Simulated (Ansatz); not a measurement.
A made-up structure of ZnSiH$_{3}$, doublet:

Si1  (-0.264, -0.901, -0.151)
Zn2  (0.556, 1.288, -0.108)
H3  (-0.006, 1.158, 1.309)
H4  (0.289, -1.940, 0.762)
H5  (1.134, 2.725, -0.150)
(Å)

It is relaxed with PBE-D4/def2-SVP and then PBE0-D4/def2-TZVP (Ansatz 0.2.0). Atoms count as bonded within 1.22 times the sum of their covalent radii (H–H: 0.88 Å). The end point is not checked to be a true minimum.

Question: Does its bonding change? (Judge from chemistry; the calculation decides.)

Answer: By the calculation: Yes. Formed: Si1–H3; broken: Zn2–H3.

Where it ends: The first stage lowers the energy by 1.99 eV in 12 steps. It ends as ZnSiH₃ ([SiH2][ZnH]):
```xyz
5
angstrom
Si -0.1728 -0.3113 0.5172
Zn 0.8764 1.6371 -0.2351
H -1.0309 -0.2968 1.7350
H 0.5161 -1.6300 0.4407
H 1.5200 2.9301 -0.7959
```

Labels in which every atom is bracketed show which atoms are joined, not bond orders.

For scale, one of the runs: PBE0-D4/def2-TZVP relaxation, 103 basis functions, launched by `ansatz run in.yaml --threads 2 --pin off --events-out ev --progress --plain --max-ram 4352MiB`. Hardware: 2 CPU threads of an Arm Neoverse V2, shared host. Wall time about 17 s.
